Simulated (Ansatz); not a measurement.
`[OH][Mo]([F])(=[S])([Cl])[Cl]` and `[OH][Mo]([F])([F])(=[S])[Cl]` differ in one atom or group.

Ansatz, PBE0-D4/def2-TZVP geometries, multiplicity 1. Each molecule was computed in one conformer, which needn't be the lowest.

Elements past krypton have def2 core potentials.

| property | `[OH][Mo]([F])(=[S])([Cl])[Cl]` |
| --- | --- |
| HOMO–LUMO gap (PBE/def2-TZVPP) / eV | 2.39 |
| size of the dipole moment (ωB97M-V/def2-TZVPP) / D | 1.94 |
| HOMO energy (PBE0/def2-TZVPP) / eV | -8.65 |
| HOMO energy (B3LYP/def2-TZVPP) / eV | -8.38 |
| HOMO–LUMO gap (B3LYP/def2-TZVPP) / eV | 3.90 |
| zero-point energy (PBE0-D4/def2-TZVP) / kJ/mol | 52.8 |

(1) What does the change do to each property? (An estimate is asked.)

Results:

(1) The calculation gave: 
| property | `[OH][Mo]([F])([F])(=[S])[Cl]` | shift |
| --- | --- | --- |
| HOMO–LUMO gap (PBE/def2-TZVPP) / eV | 2.86 | 0.47 |
| size of the dipole moment (ωB97M-V/def2-TZVPP) / D | 2.22 | 0.28 |
| HOMO energy (PBE0/def2-TZVPP) / eV | -8.92 | -0.27 |
| HOMO energy (B3LYP/def2-TZVPP) / eV | -8.67 | -0.29 |
| HOMO–LUMO gap (B3LYP/def2-TZVPP) / eV | 4.39 | 0.49 |
| zero-point energy (PBE0-D4/def2-TZVP) / kJ/mol | 55.9 | 3.1 |

With PBE0 the HOMO falls by 0.27 eV and the LUMO rises by 0.24 eV, so the gap widens by about 0.51 eV. PBE moves the HOMO by -0.28 eV and ωB97M-V by -0.26 eV. Dipoles are sizes alone; their direction can turn.

B3LYP here is the variant with VWN-RPA as its local correlation; programs differ in this.
